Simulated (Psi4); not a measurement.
C$_{6}$H$_{9}$FO (SMILES C=C1C[C@H](O)C[C@@H]1F), singlet, at a GFN2-xTB geometry; B3LYP5/STO-3G (Psi4).

The Psi4 input:
```
memory 2 GB

molecule mol {
0 1
  C     2.226637    0.910633    0.518307
  C     1.084620    0.304703    0.250074
  C     0.796749   -0.599825   -0.913205
  C    -0.594963   -1.184003   -0.641043
  O    -1.236344   -1.462833   -1.860075
  C    -1.289654   -0.095549    0.192617
  C    -0.172941    0.447181    1.078751
  F    -0.404785    1.757068    1.445029
  H     3.091529    0.788779   -0.110356
  H     2.328743    1.563369    1.367853
  H     0.744831   -0.024375   -1.840261
  H     1.554710   -1.370884   -1.040438
  H    -0.506350   -2.103953   -0.039906
  H    -2.126103   -1.786536   -1.684893
  H    -2.141390   -0.466934    0.761433
  H    -1.625843    0.702173   -0.472841
  H    -0.088996   -0.111420    2.021746
}

set basis sto-3g
set reference rks

energy('b3lyp5')
print_variables()
```

What the program printed (banner, timings and long lists left out):

```
   => Loading Basis Set <=

    Name: STO-3G
    Role: ORBITAL
    Keyword: BASIS

         ---------------------------------------------------------
                                   SCF
               by Justin Turney, Rob Parrish, Andy Simmonett
                          and Daniel G. A. Smith
                              RKS Reference
         ---------------------------------------------------------

  ==> Geometry <==

    Molecular point group: c1
    Full point group: C1

    Geometry (in Angstrom), charge = 0, multiplicity = 1:

       Center              X                  Y                   Z               Mass
    ------------   -----------------  -----------------  -----------------  -----------------
         C            2.240589201282     0.871434628800     0.496924508787    12.000000000000
         C            1.098572201282     0.265504628800     0.228691508787    12.000000000000
         C            0.810701201282    -0.639023371200    -0.934587491213    12.000000000000
         C           -0.581010798718    -1.223201371200    -0.662425491213    12.000000000000
         O           -1.222391798718    -1.502031371200    -1.881457491213    15.994914619570
         C           -1.275701798718    -0.134747371200     0.171234508787    12.000000000000
         C           -0.158988798718     0.407982628800     1.057368508787    12.000000000000
         F           -0.390832798718     1.717869628800     1.423646508787    18.998403162730
         H            3.105481201282     0.749580628800    -0.131738491213     1.007825032230
         H            2.342695201282     1.524170628800     1.346470508787     1.007825032230
         H            0.758783201282    -0.063573371200    -1.861643491213     1.007825032230
         H            1.568662201282    -1.410082371200    -1.061820491213     1.007825032230
         H           -0.492397798718    -2.143151371200    -0.061288491213     1.007825032230
         H           -2.112150798718    -1.825734371200    -1.706275491213     1.007825032230
         H           -2.127437798718    -0.506132371200     0.740050508787     1.007825032230
         H           -1.611890798718     0.662974628800    -0.494223491213     1.007825032230
         H           -0.075043798718    -0.150618371200     2.000363508787     1.007825032230

  Running in c1 symmetry.

  Rotational constants: A =      0.11342  B =      0.05385  C =      0.03903 [cm^-1]
  Rotational constants: A =   3400.34110  B =   1614.39216  C =   1169.96005 [MHz]
  Nuclear repulsion =  387.801529880575458

  Charge       = 0
  Multiplicity = 1
  Electrons    = 62
  Nalpha       = 31
  Nbeta        = 31

  ==> Algorithm <==

  SCF Algorithm Type is DF.
  DIIS enabled.
  MOM disabled.
  Fractional occupation disabled.
  Guess Type is SAD.
  Energy threshold   = 1.00e-06
  Density threshold  = 1.00e-06
  Integral threshold = 1.00e-12

  ==> Primary Basis <==

  Basis Set: STO-3G
    Blend: STO-3G
    Number of shells: 33
    Number of basis functions: 49
    Number of Cartesian functions: 49
    Spherical Harmonics?: true
    Max angular momentum: 1

  ==> DFT Potential <==

   => LibXC <=

    Version 7.1.2
    S. Lehtola, C. Steigemann, M. J. T. Oliveira, and M. A. L. Marques,  SoftwareX 7, 1–5 (2018) (10.1016/j.softx.2017.11.002)

   => Composite Functional: B3LYP5 <=

    B3LYP5 Hyb-GGA Exchange-Correlation Functional

    P. J. Stephens, F. J. Devlin, C. F. Chabalowski, and M. J. Frisch,  J. Phys. Chem. 98, 11623 (1994) (10.1021/j100096a001)

    Deriv               =              1
    GGA                 =           TRUE
    Meta                =          FALSE

    Exchange Hybrid     =           TRUE
    MP2 Hybrid          =          FALSE

   => Exchange Functionals <=

    0.0800   Slater exchange
    0.7200         Becke 88

   => Exact (HF) Exchange <=

    0.2000               HF

   => Correlation Functionals <=

    0.1900   Vosko, Wilk & Nusair (VWN5)
    0.8100   Lee, Yang & Parr

   => LibXC Density Thresholds  <==

    XC_HYB_GGA_XC_B3LYP5:  1.00E-15

   => Molecular Quadrature <=

    Radial Scheme          =       TREUTLER
    Pruning Scheme         =           NONE
    Nuclear Scheme         =       TREUTLER

    Blocking Scheme        =         OCTREE
    BS radius alpha        =              1
    Pruning alpha          =              1
    Radial Points          =             75
    Spherical Points       =            302
    Total Points           =         355091
    Total Blocks           =           2657
    Max Points             =            256
    Max Functions          =             46
    Weights Tolerance      =       1.00E-15

   => Loading Basis Set <=

    Name: (STO-3G AUX)
    Role: JKFIT
    Keyword: DF_BASIS_SCF

  ==> Integral Setup <==

  SCF_SUBTYPE=INCORE selected. In-core MEM_DF algorithm will be used.
  Using in-core AOs.

  ==> MemDFJK: Density-Fitted J/K Matrices <==

    J tasked:                   Yes
    K tasked:                   Yes
    wK tasked:                   No
    Algorithm:                 Core
    Schwarz Cutoff:           1E-12
    Mask sparsity (%):       2.6656
    Fitting Condition:        1E-10

   => Auxiliary Basis Set <=

  Basis Set: (STO-3G AUX)
    Blend: DEF2-UNIVERSAL-JKFIT
    Number of shells: 254
    Number of basis functions: 766
    Number of Cartesian functions: 900
    Spherical Harmonics?: true
    Max angular momentum: 4

  Minimum eigenvalue in the overlap matrix is 1.8228167090E-01.
  Reciprocal condition number of the overlap matrix is 6.9158612112E-02.
    Using symmetric orthogonalization.

  ==> Pre-Iterations <==

  SCF Guess: Superposition of Atomic Densities via on-the-fly atomic UHF (no occupation information).

   -------------------------
    Irrep   Nso     Nmo
   -------------------------
     A         49      49
   -------------------------
    Total      49      49
   -------------------------

  ==> Iterations <==

                           Total Energy        Delta E     RMS |[F,P]|

   @DF-RKS iter SAD:  -399.99987217787054   -4.00000e+02   0.00000e+00
   @DF-RKS iter   1:  -403.44144880409539   -3.44158e+00   6.32506e-03 DIIS/ADIIS
   @DF-RKS iter   2:  -403.41673900268751    2.47098e-02   7.90636e-03 DIIS/ADIIS
   @DF-RKS iter   3:  -403.50119815481867   -8.44592e-02   1.32947e-03 DIIS/ADIIS
   @DF-RKS iter   4:  -403.50355413811928   -2.35598e-03   4.00116e-04 DIIS/ADIIS
   @DF-RKS iter   5:  -403.50378916004490   -2.35022e-04   3.95539e-05 DIIS
   @DF-RKS iter   6:  -403.50379168869620   -2.52865e-06   8.38520e-06 DIIS
   @DF-RKS iter   7:  -403.50379179523475   -1.06539e-07   1.56294e-06 DIIS
   @DF-RKS iter   8:  -403.50379179913085   -3.89610e-09   3.15522e-07 DIIS
  Energy and wave function converged.

  ==> Post-Iterations <==

   Electrons on quadrature grid:
      Ntotal   =   61.9999340242 ; deviation = -6.598e-05

    Orbital Energies [Eh]
    ---------------------

    Doubly Occupied:

       1A    -24.344712     2A    -18.860373     3A    -10.073001
       4A    -10.060313     5A    -10.014564     6A    -10.008085
       7A     -9.999921     8A     -9.978291     9A     -1.080295
      10A     -0.961152    11A     -0.798302    12A     -0.708947
      13A     -0.668096    14A     -0.596251    15A     -0.546127
      16A     -0.493186    17A     -0.471134    18A     -0.437961
      19A     -0.405179    20A     -0.398396    21A     -0.368382
      22A     -0.357098    23A     -0.335778    24A     -0.318847
      25A     -0.312264    26A     -0.302175    27A     -0.215933
      28A     -0.198831    29A     -0.171360    30A     -0.168858
      31A     -0.136639

    Virtual:

      32A      0.116811    33A      0.297001    34A      0.317367
      35A      0.342225    36A      0.380671    37A      0.392692
      38A      0.425299    39A      0.447401    40A      0.457758
      41A      0.463258    42A      0.482818    43A      0.490948
      44A      0.496005    45A      0.511181    46A      0.526959
      47A      0.552420    48A      0.650883    49A      0.755852

    Final Occupation by Irrep:
              A
    DOCC [    31 ]
    NA   [    31 ]
    NB   [    31 ]

  @DF-RKS Final Energy:  -403.50379179913085

   => Energetics <=

    Nuclear Repulsion Energy =            387.8015298805754583
    One-Electron Energy =               -1323.2558020522151310
    Two-Electron Energy =                 576.3184117039074863
    DFT Exchange-Correlation Energy =     -44.3679313313986654
    Empirical Dispersion Energy =           0.0000000000000000
    VV10 Nonlocal Energy =                  0.0000000000000000
    Total Energy =                       -403.5037917991308518

Computation Completed

Properties will be evaluated at   0.000000,   0.000000,   0.000000 [a0]

Properties computed using the SCF density matrix

 Multipole Moments:

 ------------------------------------------------------------------------------------
     Multipole            Electronic (a.u.)      Nuclear  (a.u.)        Total (a.u.)
 ------------------------------------------------------------------------------------

 L = 1.  Multiply by 2.5417464519 to convert [e a0] to [Debye]
 Dipole X            :         -1.9203390            1.6346858           -0.2856532
 Dipole Y            :          4.1484914           -4.5925863           -0.4440949
 Dipole Z            :          2.7308371           -2.5052297            0.2256075
 Magnitude           :                                                    0.5742097

 ------------------------------------------------------------------------------------

  Variable Map:
  ----------------------------------------------------------------------------
  "CURRENT ENERGY"              =>    -403.503791799131
  "CURRENT REFERENCE ENERGY"    =>    -403.503791799131
  "DD SOLVATION ENERGY"         =>       0.000000000000
  "DFT FUNCTIONAL TOTAL ENERGY" =>    -403.503791799131
  "DFT TOTAL ENERGY"            =>    -403.503791799131
  "DFT VV10 ENERGY"             =>       0.000000000000
  "DFT XC ENERGY"               =>     -44.367931331399
  "GRID ELECTRONS ALPHA"        =>      30.999967012083
  "GRID ELECTRONS BETA"         =>      30.999967012083
  "GRID ELECTRONS TOTAL"        =>      61.999934024166
  "NUCLEAR REPULSION ENERGY"    =>     387.801529880575
  "ONE-ELECTRON ENERGY"         =>   -1323.255802052215
  "PCM POLARIZATION ENERGY"     =>       0.000000000000
  "PE ENERGY"                   =>       0.000000000000
  "SCF ITERATION ENERGY"        =>    -403.503791799131
  "SCF ITERATIONS"              =>       8.000000000000
  "SCF TOTAL ENERGY"            =>    -403.503791799131
  "TWO-ELECTRON ENERGY"         =>     576.318411703907
  "XC GRID RADIAL POINTS"       =>      75.000000000000
  "XC GRID SPHERICAL POINTS"    =>     302.000000000000
  "XC GRID TOTAL POINTS"        =>  355091.000000000000

  Array Variable Map:
  ----------------------------------------------------------------------------
  "CURRENT DIPOLE"              =>      -0.285653165713 ... 0.225607466752 1 by 3
  "SCF DIPOLE"                  =>      -0.285653165713 ... 0.225607466752 1 by 3
  "SCF TOTAL ENERGIES"          =>    -399.999872177871 ... -403.503791799131 1 by 9
```
